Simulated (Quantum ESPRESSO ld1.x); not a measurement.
Question: These are the eigenvalues of the occupied orbitals of an atom or ion with whole-number occupations (Ry). Method: scalar-relativistic Kohn-Sham, LDA (Slater exchange, VWN5 correlation), spin-polarised, spherical densities, point nucleus; computed with ld1.x of Quantum ESPRESSO 7.5.

orbital  eigenvalue
1s up      -1791.10
1s down    -1791.07
2s up      -276.277
2s down    -276.262
2p up      -249.650
2p down    -249.629
3s up      -63.3521
3s down    -63.3262
3p up      -54.5967
3p down    -54.5683
3d up      -40.7058
3d down    -40.6775
4s up      -21.4335
4s down    -21.3180
4p up      -18.6329
4p down    -18.5193

Which element is it, and in what charge state? The configuration may be excited. Open shells, if any, are filled with parallel spins first.

Answer: Z = 46, palladium, charge +11: Pd11+ in [Ar] 3d10 4s2 4p5. The list shows which subshells hold electrons but not how many an open one holds; the 1s level, -895.55 hartree, gives Z - s = 42.3 by -(Z - s)^2/2, which with screening and relativity narrows Z to a few neighbours, and the depths of the outer levels then fix element, charge and occupations together.
